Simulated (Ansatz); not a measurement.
`C=C=C[SiH](C)F` + `COB[SiH3]` → `C[SiH](F)B[SiH3]` + `C=C=COC`  (formal exchange of groups at the Si–C bond)

Gas-phase electronic energies from Ansatz, PBE0-D4/def2-TZVP geometries. CCSD(T)/CBS is the MP2 limit (def2-TZVPP, def2-QZVPP) plus CCSD(T) − MP2 in def2-TZVPP, frozen cores. Functionals use def2-TZVPP. Each species was taken in one conformer, which may not be the lowest.

```
             level  ΔE (eV)
            PBE-D4     2.46
           PBE0-D4     2.51
            r2SCAN     2.57
CCSD(T)/def2-TZVPP     2.61
```

(1) What does CCSD(T)/CBS give? (Estimate.)

Largest T1 diagnostic among the species: 0.014.

## Answers

(1) The calculation gave: +2.63 eV. The listed levels differ from it by -0.17, -0.12, -0.06, -0.02 eV.

From PBE to PBE0 (25 % exact exchange), in def2-TZVPP and without D4, ΔE moves by +0.06 eV.
